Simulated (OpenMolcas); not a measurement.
**Pd3+ in Cs2NaYF6**

Pd3+ with its 6 nearest fluoride ions at 2.108 Å, on the Y site of Cs2NaYF6 (a = 9.075 Å, distance in the model lattice 2.178 Å). The rest of the host is ab initio model potentials to 7.6 Å, with orthogonalisation functions on the cations behind the ligands, and point charges beyond; the distance is set by hand and nothing relaxes. Ligand basis ANO-RCC-VDZP.
```
Pd    0.0000    0.0000    0.0000
F     2.1080    0.0000    0.0000
F     0.0000    2.1080    0.0000
F    -2.1080    0.0000    0.0000
F     0.0000   -2.1080    0.0000
F     0.0000    0.0000    2.1080
F     0.0000    0.0000   -2.1080
```

```yaml
Program: OpenMolcas
Method: CASSCF
Basis: ANO-RCC-VTZP [7s6p4d2f1g]
Scalar_Hamiltonian: DKH2, point nucleus
Active_space: 7 electrons in 5 orbitals (4d)
State_averaging: 2S+1 = 4 even, 10 roots; 2S+1 = 2 even, 40 roots
Spin-orbit_coupling: RASSI with atomic mean-field integrals over the reference wave functions
```

The lowest spin-free states (labels of O, the rotations of Oh), above the lowest:

| State | Degeneracy | E (cm-1) |
| --- | --- | --- |
| 4T1 | 3 | 0.0 |
| 2E | 2 | 419.3 |
| 2S+1 = 2 | 3 | 13876 |
| 4T2 | 3 | 14186 |
| 2S+1 = 2 | 3 | 14310 |
| 2T1 | 3 | 18751 |
| 4T1 | 3 | 25406 |
| 2T2 | 3 | 27070 |
| 2A1 | 1 | 28178 |
| 4A2 | 1 | 30099 |
| 2T1 | 3 | 31133 |
| 2E | 2 | 33166 |
| 2T2 | 3 | 35604 |
| 2S+1 = 2 | 3 | 37617 |
| 2S+1 = 2 | 3 | 38977 |
| 2E | 2 | 44608 |
| 2A2 | 1 | 44639 |
| 2T1 | 3 | 50052 |
| 2E | 2 | 62767 |
| 2T2 | 3 | 66558 |

The lowest levels with spin-orbit coupling:

```tsv
E (cm-1)	Degeneracy	Label	2S+1	g
0.0	2		4	4.33 4.33 4.33
158.7	4	Γ8	4 (57 %)	
1221	4	Γ8	4 (86 %)	
2835	2		4	0.99 0.99 0.99
4215	4	Γ8	4 (56 %)	
13635	4	Γ8	2 (63 %)	
15064	2		4 (66 %)	2.21 2.21 2.21
15215	4	Γ8	2 (51 %)	
15343	2		2 (54 %)	1.20 1.20 1.20
16225	4	Γ8	4 (61 %)	
17007	2		2 (66 %)	1.87 1.87 1.87
17970	4	Γ8	4 (51 %)	
17978	2		4 (54 %)	1.44 1.44 1.44
19928	4	Γ8	2 (90 %)	
21157	2		2	0.52 0.52 0.52
26204	2		4 (85 %)	2.17 2.17 2.17
26461	4	Γ8	4	
27973	4	Γ8	4 (80 %)	
28319	2		4 (83 %)	2.57 2.57 2.57
29158	2		2 (86 %)	1.47 1.47 1.47
```

Powder χT (cm3 K/mol): 1.78 at 2 K, 1.85 at 10 K, 2.16 at 50 K, 2.28 at 100 K, 2.25 at 200 K, 2.26 at 300 K. The effective moment at 300 K is 2.828 √(χT) = 4.25 μB.

The lowest level has 2S+1 = 4, for which the spin-only value is χT = S(S+1) / 2 = 1.875 cm3 K/mol (g = 2). The computed 2.260 at 300 K differs by +0.385, through orbital momentum, spin-orbit coupling and any other state in reach. With a threefold ground state the orbital momentum is unquenched, so the spin-only value is not expected to hold.

Metal share of the active 4d orbitals (Löwdin): 81, 81, 94, 94, 94 %; Mulliken charge of the metal 2.08.

A least-squares ligand-field fit to the states below 45000 cm-1, each weighted by its degeneracy and with a free common offset, gives 10Dq = 16133 cm-1, B = 815 cm-1 and C = 3391 cm-1 (C/B = 4.16), with an rms deviation of 338 cm-1.

The same method and metal basis give the free ion B = 997 cm-1 (fit to its terms below 60000 cm-1, rms deviation 13 cm-1), so the nephelauxetic ratio is β = 815 / 997 = 0.82; it hangs on how both fits weigh the states, and computed free-ion B values tend to be too large, so β mixes covalency with correlation.

An orbital triplet at a regular site is open to Jahn-Teller coupling, which can distort the site and quench the lowest spin-orbit gaps and is left out. Without dynamic correlation the repulsion within the d shell is too large (B by tens of per cent), so at a given field states of lower spin stand too high. This shell can be high or low spin here, a state of another spin lies low, and with metal d orbitals alone active their balance is uncertain, so the ground spin may be wrong. The least metal-like active orbital is 81 % on the metal (Löwdin) and no ligand orbital is active, so the numbers are rough. With metal d orbitals alone the field can be off either way by tens of per cent. Ligand-to-metal charge-transfer states are missing. With no ligand orbital active B as a rule stays too high, so bands that hang on it stand too high and its fall with covalency is understated. No measured value stands beside these numbers; the geometry was set by hand and not optimised.

The RASSCF and RASSI steps took 38 s on 1 thread of Arm Neoverse V2, on a shared host; the integral step is not counted.

A state without a sure symmetry label is named by its multiplicity alone.
